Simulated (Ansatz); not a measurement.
Consider the cleavage of the Ge–B bond: `[OH][GeH2][B](O)Cl` + NH₃ → `[NH2][GeH2][OH]` + `OBCl`.

Gas-phase electronic energies from Ansatz, PBE0-D4/def2-TZVP geometries. CCSD(T)/CBS is the MP2 limit (def2-TZVPP, def2-QZVPP) plus CCSD(T) − MP2 in def2-TZVPP, frozen cores. This one scheme is used for every species. DFT in def2-TZVPP. HSE06 is defined as in plane-wave codes. For Ge outer-core shells are correlated without core-valence functions, which leaves a few kJ/mol of doubt a bond. Scalar relativity is left out up to krypton. One conformer a species, not always the lowest.

```
             level  ΔE (kcal/mol)  difference from CCSD(T)/CBS
       LDA (SPW92)           -2.9                          2.0
        r2SCANh-D4           -4.8                          0.1
          HSE06-D4           -3.5                          1.4
      CAM-B3LYP-D4           -5.9                         -1.0
               PBE           -3.1                          1.8
            revPBE           -3.3                          1.6
             HSE06           -4.2                          0.7
             BHLYP           -7.4                         -2.5
CCSD(T)/def2-TZVPP           -5.6                         -0.7
    CCSD/CBS(def2)           -5.5                         -0.6
       CCSD(T)/CBS           -4.9                            0
```

Largest T1 diagnostic among the species: 0.013.

At CCSD(T), def2-SVP lies −1.6 kcal/mol from the extrapolated value and def2-TZVPP −0.7 kcal/mol. Leaving LDA and LC-ωPBE aside and taking each functional with its dispersion term where it has one, the values, not all of them listed here, spread over 4.0 kcal/mol, from B2PLYP to PBE-D4. The D4 term adds +1.2 kcal/mol with B3LYP and +0.7 kcal/mol with PBE0; it sums over pairs of atoms, weighted by their polarisabilities, and B3LYP, whose exchange is more repulsive, gets the larger term.

CCSD(T)/CBS has its own doubt, a few kJ/mol and more with outer-core shells, so smaller differences from it don't rank the levels.

B3LYP here is the variant with VWN-RPA as its local correlation; programs differ in this.
